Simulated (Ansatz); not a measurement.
Cost and result up the ladder for Al₄Sb₄ (8 atoms). Total charge 0; singlet. Geometry: r2SCAN-D4/def2-SVP.

```
atom   x (Å)   y (Å)   z (Å)
 Al1  -1.337   0.790   1.195
 Al2   2.568  -1.052  -0.792
 Al3  -1.880  -1.625   1.735
 Al4  -1.667   1.586  -1.293
 Sb5   0.916  -0.970   1.613
 Sb6   0.873   0.903  -2.146
 Sb7  -0.643  -1.474  -0.791
 Sb8   1.169   1.842   0.479
```

Ansatz on 4 threads of Arm Neoverse V1 on a shared host. Times are rough, and most runs start from the orbitals of an earlier one. No level here is sound enough to serve as a yardstick. Binding counts from free atoms at the same level (Al doublet, Sb quartet; other spins of the atoms weren't run), without zero-point energy or a counterpoise term.

In the def2 sets Sb takes a core potential; there is no spin–orbit coupling. Correlated methods freeze 36 core orbitals; core or outer-core shells of Sb are correlated, in sets that lack core-valence functions. The rows differ in basis, and correlated rows in double-zeta sets carry the largest basis error. Another isomer (singlet) lies 0.32 eV lower at PBE0-D4/def2-TZVP; other spin states weren't run for this one.

Correlated methods converge slowly with the basis, most of all in double-zeta sets.

```tsv
level	functions	binding energy per atom (eV)	remarks
PBE-D4/def2-TZVP (with forces)	348	2.48	restricted SCF unstable in HF
r2SCANh-D4/def2-TZVP	348	2.25	restricted SCF unstable in HF
CCSD(T)/def2-SVP	176	1.81	restricted SCF unstable
PBE0-D4/def2-TZVP	348	2.33	restricted SCF unstable in HF
r2SCAN-D4/def2-TZVP	348	2.29	restricted SCF unstable in HF
```

(1) Estimate how long each takes.

Results:

(1) PBE-D4/def2-TZVP (with forces) 13 s; r2SCAN-D4/def2-TZVP 26 s; PBE0-D4/def2-TZVP 36 s; r2SCANh-D4/def2-TZVP 41 s; CCSD(T)/def2-SVP 2.6 min. On shared hardware such times vary by a factor of up to 3.
